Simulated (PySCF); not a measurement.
## Computed structure and properties of [TlI2]+

System: [TlI2]+ (singlet); start: template (C2v). Method: PySCF 2.14.0, RKS PBE0, Tl def2-SVP with ECP60, I def2-SVP with ECP28; non-relativistic Hamiltonian with scalar-relativistic core potentials where named; density fitting; no spin-orbit coupling.

Input of the relaxation:

```python
mol = gto.M(atom='''
Tl     0.00000     0.00000    -0.62000
I      2.50420    -0.00000     0.50070
I     -2.50420     0.00000     0.50070''',
    basis={'Tl': 'def2-SVP', 'I': 'def2-SVP'},
    ecp={'Tl': 'def2-SVP', 'I': 'def2-SVP'},
    charge=1, spin=0)
mf = dft.RKS(mol, xc='PBE0')
mf.grids.atom_grid = (50, 194)
mf = mf.density_fit()  # fitting sets: Tl def2-universal-JKFIT, I def2-universal-JKFIT
mf.conv_tol = 1e-08; mf.max_cycle = 55
mf.kernel(dm0)  # dm0: converged density of the start geometry
# quasi-Newton relaxation in Cartesian coordinates to a largest gradient under 0.00045 Eh/bohr, steps kept in the point group
```

Run from Python with OMP_NUM_THREADS=2; the lines above give its settings. Where DIIS fails, smearing, a level shift and second-order steps follow.
It took 22 s on 2 threads of Arm Neoverse V1, on a shared host, from the converged density of the start.

Course of the relaxation:

```
step  energy above end (eV)  largest force component within the symmetry (eV/Å)
   0                 0.5758                                               1.148
   1                 0.3909                                               0.941
   2                 0.1141                                               0.478
   3                 0.0254                                               0.279
   4                 0.0029                                               0.133
   5                 0.0001                                               0.025
   6                 0.0000                                               0.009
   7                 0.0000                                               0.000
```

Relaxed geometry (D∞h):

```xyz
3

Tl    0.0000    0.0000    0.1271
I     2.6232    0.0000    0.1272
I    -2.6232    0.0000    0.1272
```

```tsv
contact	Å
Tl1–I2 (I)	2.623
Tl1–I3 (I)	2.623
```

On the finer grid (75, 302):

The HOMO is -12.88 eV and the LUMO is -9.15 eV. The dipole about the centre of mass is 0.00 D and the set of Mulliken populations of Tl1 outside the core potential is s 3.51, p 6.82, d 10.09. The D3(BJ) dispersion energy (not in the energies) is -0.094 eV.

```json
{"atom": "Tl1", "Mulliken (e)": "0.58", "Löwdin (e)": "0.28", "spin (e)": "0.00"}
{"atom": "I2", "Mulliken (e)": "0.21", "Löwdin (e)": "0.36", "spin (e)": "0.00"}
{"atom": "I3", "Mulliken (e)": "0.21", "Löwdin (e)": "0.36", "spin (e)": "0.00"}
```

On the grid (50, 194), as all that follows. Harmonic modes: a minimum within the noise of the softest modes; lowest 50 cm⁻¹ (negative: unstable), highest 245 cm⁻¹, zero-point energy 0.031 eV.

Taking off one I (charge -1, singlet; the rest: singlet) in vacuum, both parts rigid, costs 15.19 eV; the small basis without counterpoise inflates it. Most of it is the attraction of opposite charges; other ways to part are cheaper, and one spin state was tried for the rest.

Rigid scan of I along the line from its metal:

(distance to I2 (Å), energy (eV)): (2.32, 0.804), (2.42, 0.306), (2.52, 0.067), (2.62, 0.000), (2.72, 0.052), (2.82, 0.178), (3.02, 0.550), (3.32, 1.179), (3.72, 1.893), (4.22, 2.481)

One start shape was tried, so this needn't be the lowest isomer.
